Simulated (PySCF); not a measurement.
PySCF input for Si(All)(Cl)2(F) (C₃H₅Cl₂FSi), SMILES C=CC[Si](F)(Cl)Cl, B3LYP/pcSseg-1. Coordinates come from a r2SCAN-D4/def2-SVP optimisation. Other conformers were not sampled.

```python
import numpy as np
from pyscf import gto, scf, dft
from pyscf.prop.nmr import rks as nmr

mol = gto.M(
    atom='''
    C     2.65327228   -1.34879410   -0.94756115
    C     1.54382633   -0.79863664   -1.45435635
    C     1.03921167    0.57325093   -1.12014930
    Si   -0.36037043    0.52488602    0.10158328
    F    -0.96702240    2.00871892    0.30228566
    Cl   -1.88437165   -0.67578967   -0.56498752
    Cl    0.27664329   -0.13156844    1.93436263
    H     3.30166797   -0.79949377   -0.25575953
    H     2.94965610   -2.36821023   -1.20902132
    H     0.91359652   -1.38871164   -2.13241589
    H     1.83248433    1.19993060   -0.67555354
    H     0.66450351    1.09977684   -2.01696297
    ''',
    basis='pcSseg-1',
    charge=0,
    spin=0,
    max_memory=1600,
    verbose=3,
)
mf = dft.RKS(mol, xc='b3lyp').density_fit(auxbasis='def2-universal-jkfit')
mf.grids.level = 3
mf.conv_tol = 1e-10
mf.max_cycle = 100
mf.kernel()
n = nmr.NMR(mf)
n.verbose = 2
n.max_cycle_cphf = 60
sigma = n.kernel()
print('atom   isotropic/ppm   span/ppm')
for i, s in enumerate(sigma):
    w = np.linalg.eigvalsh((s + s.T) / 2)
    print(f'{mol.atom_symbol(i):2s}{i + 1:3d} {w.mean():14.3f} {w[2] - w[0]:11.3f}')
```

It prints:

```
converged SCF energy = -1427.20794947612
atom   isotropic/ppm   span/ppm
C   1         50.570     215.985
C   2         42.168     235.944
C   3        148.522      29.332
Si  4        326.400      49.374
F   5        283.239     108.390
Cl  6        833.223     283.755
Cl  7        844.548     293.066
H   8         25.960       8.853
H   9         25.968       7.147
H  10         25.551       6.214
H  11         29.480       7.478
H  12         29.328       8.582
```

The run converged.
